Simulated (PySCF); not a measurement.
BFH, SMILES [BH]F (connectivity only; charge and spin as stated), charge +1, multiplicity 1.

Geometry: PBE0-D3(BJ)/def2-TZVPD. The multiplicity is an assumed one; other spin states were not compared. The isomer is the one that the SMILES or the coordinates give; other isomers of the formula were not compared.

Lowest vertical singlet excitation by several levels in PySCF, with rough processor times relative to the cheapest run on one machine. Each run also gave further roots (ADC and EOM-CCSD ionised and attached states too); roots are paired by order and the bases differ. EOM-CCSD serves as a yardstick, not as the true value; all levels that ended soundly for this molecule are listed, with differences from unrounded values.

```tsv
level	relative cost
TDA-PBE/def2-TZVPD	1
TDA-PBE0/def2-TZVPD	2
TDA-ωB97X/def2-TZVPD	3
EOM-CCSD/aug-cc-pVDZ	3
ADC(3)/aug-cc-pVDZ	10
```

### Question
Give S1 at each level and its distance from EOM-CCSD. (Estimate from the structure and the level; the computed values follow.)

### Answer

```
level                 S1 (eV)  S1 minus EOM-CCSD (eV)
--------------------  -------  ----------------------
TDA-PBE/def2-TZVPD      10.91                   -0.65
TDA-PBE0/def2-TZVPD     11.29                   -0.27
TDA-ωB97X/def2-TZVPD    11.47                   -0.09
EOM-CCSD/aug-cc-pVDZ    11.56                    0.00
ADC(3)/aug-cc-pVDZ      11.36                   -0.19
```
